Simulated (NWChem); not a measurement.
All runs are NWChem calculations. System: BeCl₂, charge 0, spin multiplicity 1, at a geometry optimised with PBE/def2-SVP. The structure started from a generated list of species. Level: RHF/def2-TZVP.

The NWChem input:

```
start mol
memory heap 200 mb stack 900 mb global 1100 mb
geometry units angstroms nocenter noautoz
  Be     0.000000     0.000000     0.000000
  Cl     0.000000     0.000000     1.814446
  Cl     0.000000     0.000000    -1.814446
  symmetry group D2h
end
basis spherical
  * library def2-tzvp
end
scf
  rhf
  nopen 0
  maxiter 100
  thresh 1e-7
  semidirect memsize 60000000 filesize 0
end
task scf energy
```

NWChem printed:

```
             Northwest Computational Chemistry Package (NWChem) 7.3.0
             --------------------------------------------------------

                                NWChem Input Module
                                -------------------

 Scaling coordinates for geometry "geometry" by  1.889725989
 (inverse scale =  0.529177249)

 Turning off AUTOSYM since
 SYMMETRY directive was detected!

                             Geometry "geometry" -> ""
                             -------------------------

 Output coordinates in angstroms (scale by  1.889725989 to convert to a.u.)

  No.       Tag          Charge          X              Y              Z
 ---- ---------------- ---------- -------------- -------------- --------------
    1 Be                   4.0000     0.00000000     0.00000000     0.00000000
    2 Cl                  17.0000     0.00000000     0.00000000     1.81444600
    3 Cl                  17.0000     0.00000000     0.00000000    -1.81444600

 Effective nuclear repulsion energy (a.u.)      81.8069087448

            Nuclear Dipole moment (a.u.)
            ----------------------------
        X                 Y               Z
 ---------------- ---------------- ----------------
     0.0000000000     0.0000000000     0.0000000000

      Symmetry information
      --------------------

 Group name             D2h
 Group number             26
 Group order               8
 No. of unique centers     2

      Symmetry unique atoms

     1    2


 Summary of "ao basis" -> "" (spherical)
 ------------------------------------------------------------------------------
       Tag                 Description            Shells   Functions and Types
 ---------------- ------------------------------  ------  ---------------------
 *                         def2-tzvp                  on all atoms

 Summary of "ao basis" -> "ao basis" (spherical)
 ------------------------------------------------------------------------------
       Tag                 Description            Shells   Functions and Types
 ---------------- ------------------------------  ------  ---------------------
 Be                        def2-tzvp                 9       19   5s3p1d
 Cl                        def2-tzvp                13       37   5s5p2d1f

                                 NWChem SCF Module
                                 -----------------

  ao basis        = "ao basis"
  functions       =    93
  atoms           =     3
  closed shells   =    19
  open shells     =     0
  charge          =   0.00
  wavefunction    = RHF
  use symmetry    = T
  symmetry adapt  = T

 Summary of "ao basis" -> "ao basis" (spherical)
 ------------------------------------------------------------------------------
       Tag                 Description            Shells   Functions and Types
 ---------------- ------------------------------  ------  ---------------------
 Be                        def2-tzvp                 9       19   5s3p1d
 Cl                        def2-tzvp                13       37   5s5p2d1f

      Symmetry analysis of basis
      --------------------------

        ag         23
        au          3
        b1g         4
        b1u        19
        b2g        10
        b2u        12
        b3g        10
        b3u        12

 Forming initial guess at       0.1s

      Superposition of Atomic Density Guess
      -------------------------------------

 Sum of atomic energies:        -933.52795708

      Non-variational initial energy
      ------------------------------
[...]
                 4     -933.8173825290  5.06D-05  2.48D-05      1.0
                 5     -933.8173825294  8.72D-09  2.13D-09      1.1

       Final RHF  results
       ------------------

         Total SCF energy =   -933.817382529352
      One-electron energy =  -1453.337144874624
      Two-electron energy =    437.712853600446
 Nuclear repulsion energy =     81.806908744826

        Time for solution =      0.3s

       Symmetry analysis of molecular orbitals - final
       -----------------------------------------------

  Numbering of irreducible representations:

     1 ag          2 au          3 b1g         4 b1u         5 b2g
     6 b2u         7 b3g         8 b3u

  Orbital symmetries:

     1 b1u         2 ag          3 b1u         4 ag          5 b1u
     6 ag          7 b2g         8 b3g         9 b3u        10 b2u
    11 ag         12 ag         13 b1u        14 ag         15 b1u
    16 b2u        17 b3u        18 b3g        19 b2g        20 ag
    21 b2u        22 b3u        23 ag         24 b1u        25 b3u
    26 b2u        27 ag         28 b1u        29 ag

             Final eigenvalues
             -----------------

              1
    1 -104.8329
    2 -104.8329
    3  -10.5628
    4  -10.5628
    5   -8.0293
    6   -8.0293
    7   -8.0286
    8   -8.0286
    9   -8.0286
   10   -8.0286
   11   -4.7665
   12   -1.0938
   13   -1.0926
   14   -0.5633
   15   -0.5462
   16   -0.4934
   17   -0.4934
   18   -0.4711
   19   -0.4711
   20    0.0455
   21    0.1024
   22    0.1024
   23    0.1847
   24    0.1976
   25    0.2818
   26    0.2818
   27    0.3654
   28    0.3721
   29    0.4208

                       ROHF Final Molecular Orbital Analysis
                       -------------------------------------

 Vector   17  Occ=2.000000D+00  E=-4.934247D-01  Symmetry=b3u
              MO Center=  2.4D-20,  4.8D-35,  9.1D-17, r^2= 4.1D+00
   Bfn.  Coefficient  Atom+Function         Bfn.  Coefficient  Atom+Function
  ----- ------------  ---------------      ----- ------------  ---------------
    34      0.371402  2 Cl px                71      0.371402  3 Cl px
    37      0.230306  2 Cl px                74      0.230306  3 Cl px
    31      0.165983  2 Cl px                68      0.165983  3 Cl px

 Vector   18  Occ=2.000000D+00  E=-4.710938D-01  Symmetry=b3g
              MO Center= -1.8D-32, -7.1D-18,  1.4D-16, r^2= 4.3D+00
   Bfn.  Coefficient  Atom+Function         Bfn.  Coefficient  Atom+Function
  ----- ------------  ---------------      ----- ------------  ---------------
    35      0.380767  2 Cl py                72     -0.380767  3 Cl py
    38      0.241851  2 Cl py                75     -0.241851  3 Cl py
    32      0.176779  2 Cl py                69     -0.176779  3 Cl py

 Vector   19  Occ=2.000000D+00  E=-4.710938D-01  Symmetry=b2g
              MO Center= -3.0D-17, -9.0D-32,  4.1D-16, r^2= 4.3D+00
   Bfn.  Coefficient  Atom+Function         Bfn.  Coefficient  Atom+Function
  ----- ------------  ---------------      ----- ------------  ---------------
    34      0.380767  2 Cl px                71     -0.380767  3 Cl px
    37      0.241851  2 Cl px                74     -0.241851  3 Cl px
    31      0.176779  2 Cl px                68     -0.176779  3 Cl px

 Vector   20  Occ=0.000000D+00  E= 4.554818D-02  Symmetry=ag
              MO Center= -2.2D-17, -2.6D-17,  8.6D-15, r^2= 1.1D+01
   Bfn.  Coefficient  Atom+Function         Bfn.  Coefficient  Atom+Function
  ----- ------------  ---------------      ----- ------------  ---------------
     5      2.144224  1 Be s                  4     -1.947788  1 Be s
    17     -0.335611  1 Be d  0               3      0.247115  1 Be s
    39     -0.230606  2 Cl pz                76      0.230606  3 Cl pz
    24      0.173409  2 Cl s                 61      0.173409  3 Cl s
    23     -0.153957  2 Cl s                 60     -0.153957  3 Cl s

 Vector   21  Occ=0.000000D+00  E= 1.024005D-01  Symmetry=b2u
              MO Center=  7.1D-32,  1.6D-16, -7.5D-17, r^2= 4.9D+00
   Bfn.  Coefficient  Atom+Function         Bfn.  Coefficient  Atom+Function
  ----- ------------  ---------------      ----- ------------  ---------------
    13      0.983663  1 Be py                38     -0.377012  2 Cl py
    75     -0.377012  3 Cl py                 7     -0.348634  1 Be py

 Vector   22  Occ=0.000000D+00  E= 1.024005D-01  Symmetry=b3u
              MO Center=  1.8D-16,  1.1D-32, -5.3D-17, r^2= 4.9D+00
   Bfn.  Coefficient  Atom+Function         Bfn.  Coefficient  Atom+Function
  ----- ------------  ---------------      ----- ------------  ---------------
    12      0.983663  1 Be px                37     -0.377012  2 Cl px
    74     -0.377012  3 Cl px                 6     -0.348634  1 Be px

 center of mass
 --------------
 x =   0.00000000 y =   0.00000000 z =   0.00000000

 moments of inertia (a.u.)
 ------------------
         822.237183335282           0.000000000000           0.000000000000
           0.000000000000         822.237183335282           0.000000000000
           0.000000000000           0.000000000000           0.000000000000

  Mulliken analysis of the total density
  --------------------------------------

    Atom       Charge   Shell Charges
 -----------   ------   -------------------------------------------------------
    1 Be   4     3.51   1.02  0.97  0.35  0.11 -0.00  0.80  0.01  0.05  0.21
    2 Cl  17    17.24   2.01  0.45  1.52  1.08  0.84  4.18  1.69  1.07  2.88  1.49  0.01  0.02  0.00
    3 Cl  17    17.24   2.01  0.45  1.52  1.08  0.84  4.18  1.69  1.07  2.88  1.49  0.01  0.02  0.00

       Multipole analysis of the density wrt the origin
       ------------------------------------------------

     L   x y z        total         open         nuclear
     -   - - -        -----         ----         -------
     0   0 0 0     -0.000000      0.000000     38.000000

     1   1 0 0      0.000000      0.000000      0.000000
     1   0 1 0      0.000000      0.000000      0.000000
     1   0 0 1      0.000000      0.000000      0.000000

     2   2 0 0    -22.197922      0.000000      0.000000
     2   1 1 0      0.000000      0.000000      0.000000
     2   1 0 1      0.000000      0.000000      0.000000
     2   0 2 0    -22.197922      0.000000      0.000000
     2   0 1 1     -0.000000      0.000000      0.000000
     2   0 0 2    -26.423082      0.000000    399.728104

 Task  times  cpu:        1.1s     wall:        1.1s

 Total times  cpu:        1.2s     wall:        1.2s
```
